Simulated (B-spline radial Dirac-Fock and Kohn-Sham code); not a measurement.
## Two-hole binding energies of Hg¹⁷⁺

System: mercury as Hg¹⁷⁺ in the configuration [Kr] 4d10 4f14 5s2 5p1.

Method: multi-electron Dirac-Fock with separately optimised hole states, Breit and Lamb-shift corrections added in first order. Computed with a radial atomic solver. U is the two-hole binding energy less the two single-hole energies, the effective repulsion of the holes after relaxation. Each two-hole energy is an average over J within one jj subconfiguration.

```
          holes  E(a) (eV)  E(b) (eV)  E(ab) (eV)  U (eV)
   1s⁻¹ 2p1/2⁻¹    83502.2    14608.7     98601.1   490.3
           2s⁻²    15248.5    15248.5     30764.5   267.6
   2s⁻¹ 2p1/2⁻¹    15248.5    14608.7     30114.4   257.2
   2s⁻¹ 2p3/2⁻¹    15248.5    12682.3     28167.9   237.1
2p1/2⁻¹ 2p3/2⁻¹    14608.7    12682.3     27579.8   288.8
   2s⁻¹ 3p1/2⁻¹    15248.5     3674.2     19045.9   123.2
   2p1/2⁻¹ 3s⁻¹    14608.7     3959.4     18686.6   118.5
   2s⁻¹ 3d5/2⁻¹    15248.5     2686.5           ?       ?
2p1/2⁻¹ 3d3/2⁻¹    14608.7     2777.5     17511.6   125.4
        3p3/2⁻²     3242.3     3242.3      6568.8    84.2
        3d5/2⁻²     2686.5     2686.5      5469.0    96.0
4d3/2⁻¹ 4d5/2⁻¹      760.1      740.2      1544.8    44.5
        4d5/2⁻²      740.2      740.2      1524.3    43.8
        4f5/2⁻²      479.5      479.5      1002.4    43.4
```

Question: Give the missing two-hole energy and U.

Answer: E(ab) = 18057.0 eV and U = 122.0 eV.
